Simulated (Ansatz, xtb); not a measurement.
## C4H6BClSi: which of two isomers lies lower

Structure X is `BC1=C[Si@@H](Cl)C=C1`, a singlet and structure Y is `B[Si]1(Cl)C=CC=C1`, a singlet. Both are isolated molecules in the gas phase, relaxed with r2SCAN-D4/def2-SVP; the shapes shown needn't be the lowest conformers.

X (Å):

```xyz
13

C     0.9142   -0.3653    0.9379
C     0.1958    0.0700   -0.1447
C    -0.5759   -2.3147    0.8882
C     0.4583   -1.6834    1.4906
B     2.0960    0.4533    1.5196
Cl   -1.0147   -2.0196   -2.3894
Si   -1.1516   -1.1984   -0.4871
H     2.4046    1.4962    0.9945
H     2.7082    0.0626    2.4865
H     0.4326    1.0145   -0.6437
H    -2.5339   -0.6628   -0.3348
H    -0.9604   -3.2770    1.2351
H     0.9824   -2.0930    2.3638
```

Y (Å):

```csv
atom,x (Å),y (Å),z (Å)
C,-0.2220,-0.1328,-0.5769
C,-0.5084,-1.4428,-0.7970
C,0.2565,-2.4396,-0.0226
C,1.1864,-1.9681,0.8491
B,0.0802,0.4736,2.5053
Cl,2.7767,0.9337,0.4222
Si,1.0150,-0.1027,0.8295
H,0.4820,1.3389,3.2445
H,-0.9504,-0.0936,2.7805
H,-0.7462,0.6784,-1.0880
H,-1.2661,-1.7817,-1.5154
H,0.0595,-3.5088,-0.1737
H,1.7899,-2.6261,1.4791
```

Task: Estimate which is lower in electronic energy at CCSD(T)/def2-SVP + ΔMP2/def2-TZVPP, and by roughly how much.

Result: The CCSD(T)/def2-SVP + ΔMP2/def2-TZVPP calculation puts structure X lower, by 9.9 kcal/mol.

The same difference at several levels:

```tsv
level	geometry	E(Y) − E(X) (kcal/mol)	departure from the last row (kcal/mol)	job, with rough time for the two
GFN2-xTB	GFN2-xTB	+11.2	+1.3	optimisation, 0.83 s
HF/STO-3G	GFN2-xTB	+8.4	−1.5	single point, 4.8 s
r2SCAN-D4/def2-SVP//GFN2-xTB	GFN2-xTB	+10.4	+0.5	single point, 18 s
r2SCAN-D4/def2-SVP	r2SCAN-D4/def2-SVP	+9.0	−0.9	optimisation, 2.8 min
HF/def2-SVP	r2SCAN-D4/def2-SVP	+12.7	+2.8	part of the CCSD(T) run
MP2/def2-SVP	r2SCAN-D4/def2-SVP	+11.6	+1.7	part of the CCSD(T) run
CCSD(T)/def2-SVP	r2SCAN-D4/def2-SVP	+10.9	+1.0	single point
CCSD(T)/def2-SVP + ΔMP2/def2-TZVPP	r2SCAN-D4/def2-SVP	+9.9		single point, 3.2 min
```

As drawn, Y has 1 B–Si, 1 C–H in place of 1 C–B, 1 Si–H.

None of the levels shown reverses the order. The largest departure from CCSD(T)/def2-SVP + ΔMP2/def2-TZVPP is that of HF/def2-SVP, 2.8 kcal/mol. The last row adds to CCSD(T) the change of the MP2 difference between the two basis sets, here −1.0 kcal/mol.

With thermal terms from frequencies at re-optimised GFN2-xTB minima (ideal gas, soft modes damped towards free rotors, one conformer each, 298.15 K, 1 atm): the zero-point term adds +1.2 kcal/mol; ΔH is +11.3 and ΔG +10.9 kcal/mol.

The correlated steps freeze 15 core orbitals. Mirror images aren't counted in ΔG. Codes used: Ansatz 0.2.0, xtb 6.7.1; the last row on 2 threads of Intel(R) Xeon(R) Processor @ 2.50GHz (Skylake/Cascade Lake) on a shared host.
